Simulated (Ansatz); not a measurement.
Reaction (formal exchange of groups at a Ge–C bond): `[GeH3][C]#[C][GeH3]` + `CCC#CF` → `FC#C[CH2][GeH3]` + `CC#[C][GeH3]`

Calculated with Ansatz (gas phase, PBE0-D4/def2-TZVP geometries, no zero-point term in ΔE). CBS: MP2 limit from def2 TZ/QZ plus the TZ coupled-cluster correction, frozen cores. DFT in def2-TZVPP. For Ge outer-core shells are correlated without core-valence functions, which leaves a few kJ/mol of doubt a bond. Scalar relativity is left out up to krypton.

`[GeH3][C]#[C][GeH3]`:

```xyz
10

Ge    1.911    1.004   -1.272
C     0.462    0.243   -0.309
C    -0.463   -0.243    0.307
Ge   -1.911   -1.004    1.272
H     1.818    0.558   -2.736
H     1.817    2.532   -1.177
H     3.225    0.515   -0.652
H    -2.502   -2.154    0.448
H    -2.971    0.079    1.505
H    -1.387   -1.529    2.614
```

`CCC#CF`:

```xyz
10

C    -0.720    0.748    0.847
C     0.135    0.583   -0.406
C     0.578   -0.790   -0.614
C     0.927   -1.923   -0.760
F     1.305   -3.132   -0.925
H    -1.617    0.128    0.789
H    -0.165    0.453    1.738
H    -1.029    1.789    0.963
H    -0.427    0.911   -1.286
H     1.013    1.233   -0.344
```

`FC#C[CH2][GeH3]`:

Cartesian coordinates in Å:
```
F 0.424 3.309 -1.367
C 0.129 2.274 -0.680
C -0.156 1.316 -0.024
C -0.471 0.121 0.728
Ge 0.280 -1.488 -0.138
H -1.552 -0.012 0.815
H -0.068 0.181 1.742
H -0.312 -1.624 -1.548
H -0.080 -2.729 0.698
H 1.807 -1.348 -0.226
```

`CC#[C][GeH3]`:

```xyz
10

C     1.065    1.956   -0.408
C     0.385    0.705   -0.144
C    -0.181   -0.339    0.075
Ge   -1.073   -1.973    0.411
H     1.401    2.005   -1.446
H     1.940    2.068    0.237
H     0.401    2.805   -0.227
H    -1.626   -1.963    1.843
H    -0.083   -3.134    0.246
H    -2.228   -2.131   -0.588
```

Question: Is it downhill or uphill in electronic energy at CCSD(T)/CBS, and by how much? (An estimate is asked.)

Answer: Computed: Uphill: ΔE = +8.6 kJ/mol.

Question: What do these levels give: PBE-D4, r2SCAN-D4, CCSD(T)/def2-TZVPP, HF/def2-QZVPP, SCS-MP2/def2-QZVPP, HF/CBS(def2)? (An estimate is asked.)

Answer: Computed: PBE-D4 -2.8, r2SCAN-D4 0.6, CCSD(T)/def2-TZVPP 11.6, HF/def2-QZVPP 13.9, SCS-MP2/def2-QZVPP 11.7, HF/CBS(def2) 13.9 kJ/mol.

Largest T1 diagnostic among the species: 0.012.
